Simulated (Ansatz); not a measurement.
Compare A (`C=COBC`) with its isomer B (`CBC(C)=O`).

Calculated with Ansatz (gas phase, PBE0-D4/def2-TZVP geometries, no zero-point term in ΔE). CCSD(T)/CBS is the MP2 limit (def2-TZVPP, def2-QZVPP) plus CCSD(T) − MP2 in def2-TZVPP, frozen cores. Functionals use def2-TZVPP. B3LYP here is the variant with VWN-RPA as its local correlation; programs differ in this. One conformer a species, not always the lowest.

**Question.** Which isomer does CCSD(T)/CBS put lower? Give the gap. (An estimate is asked.)

**Answer.** Computed: A, by 92.4 kJ/mol.

**Question.** Give E(B) − E(A) in kJ/mol with B3LYP, MP2/def2-TZVPP, B2PLYP, r2SCAN-D4, CCSD(T)/def2-TZVPP, CCSD/def2-TZVPP, HF/def2-TZVPP. (An estimate is asked.)

**Answer.** Computed: B3LYP 85.6, MP2/def2-TZVPP 90.6, B2PLYP 86.4, r2SCAN-D4 80.8, CCSD(T)/def2-TZVPP 90.7, CCSD/def2-TZVPP 92.0, HF/def2-TZVPP 91.8. None reverses the order clearly.

Largest T1 diagnostic: 0.017.

From PBE to PBE0 (25 % exact exchange), in def2-TZVPP and without D4, E(B) − E(A) moves by +8.4 kJ/mol.
